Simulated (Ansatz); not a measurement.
Al9⁺, relaxed as a singlet with RKS PBE-D4/def2-SVP in Ansatz, starting from the GFN1-xTB geometry. Force threshold 0.02 eV/Å.

The restricted singlet is unstable towards broken spin symmetry in Hartree–Fock (as tested in another run); at PBE-D4/def2-SVP this wasn't settled. The structure comes from a short search, and lower isomers may exist.

Start:

```xyz
9

Al   -0.086   -2.974   -0.120
Al   -1.318    0.398   -2.307
Al    0.966    3.315   -0.262
Al    0.733   -0.591   -0.913
Al    0.358    0.217    1.574
Al    0.295   -2.311    2.333
Al   -1.149    1.945   -0.170
Al   -2.005   -2.023   -1.753
Al    2.205    2.023    1.619
```

Q: Estimate the energy that the relaxation releases and the steps that it takes.

A: 1.78 eV, in 19 steps; 56 s on 4 threads of Arm Neoverse V2 on a shared host. No frequencies were taken in this run, so the end may be a saddle point.

Q: Does the start keep its bonding?

A: Bonds formed: Al3–Al5, Al4–Al6, Al4–Al8, Al6–Al9 (atoms count from 1).

Q: Predict the relaxed structure.

A: 
Cartesian coordinates in Å:
```
Al 0.1533 -2.9607 0.0194
Al -1.4606 0.3535 -2.4457
Al 1.0769 2.5392 0.2759
Al 0.5862 -0.3514 -0.8052
Al -0.6068 0.5423 1.2030
Al 1.1213 -1.4695 1.7725
Al -1.1498 2.2497 -0.8420
Al -1.7941 -1.7481 -1.0722
Al 2.0735 0.8450 1.8944
```
Bond lengths (bridged metal pairs left out): 16 × Al–Al 2.50 to 2.86 Å.
